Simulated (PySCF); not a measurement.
W(O)2(OH) (HO₃W), SMILES [O]=[W]([OH])=[O] (connectivity only; charge and spin as stated), neutral, multiplicity 2.

Geometry optimised at PBE0-D3(BJ)/def2-SVP. A frequency run showed that this geometry is not a minimum. The multiplicity is an assumed one; other spin states were not compared. The isomer is the one that the SMILES or the coordinates give; other isomers of the formula were not compared. The def2 effective core potentials stand for the cores of W; spin–orbit coupling is left out. One conformer was computed; it need not be the lowest.

Calculation: ωB97X/def2-TZVPD (PySCF).

Isolated molecule, no solvent.

Computed frontier levels, dipole moment and polarisability:
```
Item                                                                                                            Result
---------------------------------------------------------------------------------------------  -----------------------
α spin, highest occupied and lowest empty level                                                     -9.90 and -0.24 eV
β spin, highest occupied and lowest empty level                                                    -11.37 and -2.62 eV
dipole moment                                                                                                   4.66 D
quadrupole, principal values (traceless, Buckingham form, about the centre of nuclear charge)   -10.38, 4.07, 6.31 D·Å
mean static polarisability                                                                        48.7 bohr³ (7.22 Å³)
polarisability, principal values                                                                42.2, 51.2, 52.6 bohr³
⟨S²⟩                                                                                           0.754 (pure state 0.75)
```
